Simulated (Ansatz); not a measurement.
Reaction (formal exchange of groups at the Sn–C bond): `C[C](=N)[SnH3]` + `O=C[SiH2][SiH3]` → `[SiH3][SiH2][SnH3]` + `CC(=N)C=O`

Calculated with Ansatz (gas phase, PBE0-D4/def2-TZVP geometries, no zero-point term in ΔE). CBS: MP2 limit from def2 TZ/QZ plus the TZ coupled-cluster correction, frozen cores. Functionals use def2-TZVPP. B3LYP here is the variant with VWN-RPA as its local correlation; programs differ in this. def2 core potentials past Kr. For Sn outer-core shells are correlated without core-valence functions, which leaves a few kJ/mol of doubt a bond. One conformer a species, not always the lowest.

```
             level  ΔE (kJ/mol)  difference from CCSD(T)/CBS
            PBE-D4        -80.7                         -0.2
         r2SCAN-D4        -83.8                         -3.3
           PBE0-D4        -89.2                         -8.7
          B3LYP-D4        -77.5                          3.0
           ωB97X-V        -83.9                         -3.4
           ωB97M-V        -81.5                         -1.0
            B2PLYP        -78.9                          1.6
               PBE        -80.6                         -0.1
            r2SCAN        -83.8                         -3.3
              PBE0        -89.1                         -8.6
             B3LYP        -77.4                          3.1
     HF/def2-TZVPP        -85.8                         -5.3
    MP2/def2-TZVPP        -82.6                         -2.1
SCS-MP2/def2-TZVPP        -79.0                          1.5
   CCSD/def2-TZVPP        -82.2                         -1.7
CCSD(T)/def2-TZVPP        -81.1                         -0.6
     HF/def2-QZVPP        -84.1                         -3.6
    MP2/def2-QZVPP        -81.6                         -1.1
SCS-MP2/def2-QZVPP        -78.1                          2.4
      HF/CBS(def2)        -83.9                         -3.4
     MP2/CBS(def2)        -81.9                         -1.4
    CCSD/CBS(def2)        -81.5                         -1.0
       CCSD(T)/CBS        -80.5                            0
```

Largest T1 diagnostic among the species: 0.016.

From PBE to PBE0 (25 % exact exchange), in def2-TZVPP and without D4, ΔE moves by −8.5 kJ/mol. In def2-TZVPP, CCSD(T) changes the Hartree–Fock value by +4.7 kJ/mol (the triples alone add +1.0 kJ/mol) and MP2 by +3.3 kJ/mol.
